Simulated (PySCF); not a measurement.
HN (SMILES [NH]), triplet, at a GFN2-xTB geometry. Base run: TPSS/6-31G* run with PySCF.

The PySCF input:
```python
from pyscf import gto, scf, dft

mol = gto.M(
    atom='''
N    -0.00000000   -0.00000000   -0.12795743
H     0.00000000    0.00000000    0.89570199
''',
    basis='6-31g*',
    spin=2,
    verbose=4,
)

mf = dft.UKS(mol)
mf.xc = 'tpss'
mf.kernel()
```

Variants of this job, named by their change:

| change | ΔE vs base (µEh) | fitting functions | dipole (D) |
|---|---|---|---|
| base | 0.0 | - | 1.62 |
| auxbasis = def2-universal-jkfit | -19.0 | 95 | 1.62 |
| auxbasis = cc-pvtz-ri | -44.7 | 111 | 1.62 |
| auxbasis = def2-svp-ri | -3631 | 62 | 1.63 |
| auxbasis = even-tempered beta=1.6 | -35.5 | 191 | 1.62 |
| auxbasis = def2-tzvp-ri | -54.6 | 91 | 1.62 |
| auxbasis = cc-pvdz-jkfit | -18.1 | 93 | 1.62 |
| auxbasis = def2-universal-jfit | -51.1 | 60 | 1.62 |
| auxbasis = autoaux | -172 | 120 | 1.63 |
| auxbasis = cc-pvqz-jkfit | -8.7 | 157 | 1.62 |

A fitting set is made for a task (jfit for Coulomb, jkfit for Coulomb and exchange, ri for correlation) and for a family of orbital bases.

Open shells are given as the SCF converged; they aren't shown to be the lowest states, and a large step between rows can be another state.
